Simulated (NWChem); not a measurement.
Species: GaH₂F; SMILES [F][GaH2]

All runs: NWChem. The geometry was optimised at PBE0-D3(BJ)/def2-TZVP. Vertical excitations in the gas phase.

Question: What does the run give for B3LYP/def2-SVPD, TDA? Quantities: lowest excitation, singlet (eV); oscillator strength of that lowest state; lowest state with f > 0.02, singlet (eV); lowest triplet (eV); orbital gap (eV).

Answer: 
| Quantity | Result |
|---|---|
| lowest excitation, singlet (eV) | 5.62 |
| oscillator strength of that lowest state | 0.000 |
| lowest state with f > 0.02, singlet (eV) | 7.48 |
| lowest triplet (eV) | 5.18 |
| orbital gap (eV) | 6.82 |
